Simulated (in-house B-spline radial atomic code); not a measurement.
A fraction x of an electron is removed from 3d in Cu5+, starting from [Ar] 3d6 and keeping the highest spin. Method: non-relativistic BHandHLYP, spin-polarised, spherical fractional occupations, point nucleus. Calculated with a radial B-spline atomic code at the basis-set limit.

Caution: exact exchange at fractional occupations of open shells leaves self-interaction of up to several eV.

```tsv
x	E(x) - E(0) (eV)	3d down level (eV)
0	0.0000	-87.693
0.08	7.0831	-89.387
0.21	18.8835	-92.162
0.34	31.0465	-94.964
0.41	37.7471	-96.484
0.5	46.5190	-98.449
0.51	47.5046	-98.668
0.7	66.6490	-102.861
0.82	79.1528	-105.539
0.96	94.1484	-108.690
1	98.5141	-
```

The exact functional would give a straight line between the two integer points. Deviations E(x) - E(0) - x[E(1) - E(0)], in eV: -0.798 at x = 0.08, -1.804 at x = 0.21, -2.448 at x = 0.34, -2.644 at x = 0.41, -2.738 at x = 0.5, -2.738 at x = 0.51, -2.311 at x = 0.7, -1.629 at x = 0.82, -0.425 at x = 0.96.

The curve lies below the straight line by up to 2.738 eV (at x = 0.5): convex, the delocalisation error, to which spherically averaged exact exchange adds.

How well does Slater's transition state (minus the level at half occupation) give the ionisation energy?

It gives 98.449 eV against 98.514 eV from the two total energies; NIST lists 103.00 eV, ground level to ground level. The end point has an open shell averaged over its orbitals, so its exact exchange keeps a self-interaction and this is no true integer point.
